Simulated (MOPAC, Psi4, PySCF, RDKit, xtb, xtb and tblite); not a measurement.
Two geometries of SMILES C=C[SiH2][SiH2]C(C)C, relaxed at GFN2-xTB with one dihedral held; other torsions can differ between them too.

Structure A

```
21

C     -1.1545    -2.9779     0.9144
C     -1.0576    -2.3376    -0.2398
Si    -1.4830    -0.5119    -0.4765
Si    -0.6009     0.7895     1.2245
C      1.2850     1.0406     0.9981
C      2.0120    -0.2993     0.9378
C      1.5898     1.8609    -0.2513
H     -1.4768    -2.4769     1.8142
H     -0.9193    -4.0264     1.0246
H     -0.7263    -2.8982    -1.1063
H     -0.9897    -0.1589    -1.8196
H     -2.9487    -0.4113    -0.5570
H     -1.2067     2.1291     1.2980
H     -0.7879     0.2032     2.5629
H      1.6726     1.5926     1.8616
H      1.6774    -0.8799     0.0788
H      3.0884    -0.1532     0.8475
H      1.8236    -0.8846     1.8358
H      2.6624     2.0262    -0.3541
H      1.2423     1.3445    -1.1448
H      1.1005     2.8318    -0.2062
```

Structure B

```
21

C     -0.6623     1.3803    -1.0512
C      0.5789     0.9804    -1.2755
Si     1.3967    -0.5258    -0.4876
Si     2.5411    -1.7302    -2.1022
C      1.3465    -2.7956    -3.1552
C      0.2899    -1.9268    -3.8310
C      0.6774    -3.8750    -2.3103
H     -1.3164     0.8400    -0.3855
H     -1.0918     2.2537    -1.5200
H      1.1876     1.5657    -1.9564
H      0.3444    -1.2712     0.2212
H      2.3064    -0.0206     0.5535
H      3.5476    -2.6422    -1.5362
H      3.2772    -0.8690    -3.0441
H      1.9206    -3.2970    -3.9422
H     -0.3212    -1.4152    -3.0880
H     -0.3707    -2.5318    -4.4521
H      0.7542    -1.1740    -4.4652
H      0.0262    -4.4985    -2.9229
H      0.0713    -3.4273    -1.5242
H      1.4209    -4.5182    -1.8437
```

Q: Which is lower in energy at the level B3LYP-D3(BJ)/def2-SVP // GFN2-xTB (Psi4), and by how much?

A: B is lower, by 1.85 kJ/mol (dihedral C1–C2–Si3–Si4: 45° in A, 135° in B).

E(B) − E(A) in kJ/mol at the other levels, on the same two geometries: GFN2-xTB (xtb and tblite) -0.08; MMFF94 // GFN2-xTB (RDKit) -4.81; B3LYP/def2-SVP // GFN2-xTB (Psi4) -3.57; PBE/def2-SVP // GFN2-xTB (Psi4) -3.01; PBE-D3(BJ)/def2-SVP // GFN2-xTB (Psi4) -2.02; UFF // GFN2-xTB (RDKit) 4.22; PM6, restricted, heats of formation // GFN2-xTB (MOPAC) -0.43; AM1, restricted, heats of formation // GFN2-xTB (MOPAC) -1.68; GFN1-xTB // GFN2-xTB (xtb) -0.90; restricted B3LYP/6-31G*, spherical d, density fitting // GFN2-xTB (PySCF) -3.81; restricted Hartree-Fock/3-21G, density fitting // GFN2-xTB (PySCF) -3.13; restricted Hartree-Fock/6-31G*, spherical d, density fitting // GFN2-xTB (PySCF) -3.98; restricted Hartree-Fock/STO-3G // GFN2-xTB (PySCF) -2.82.
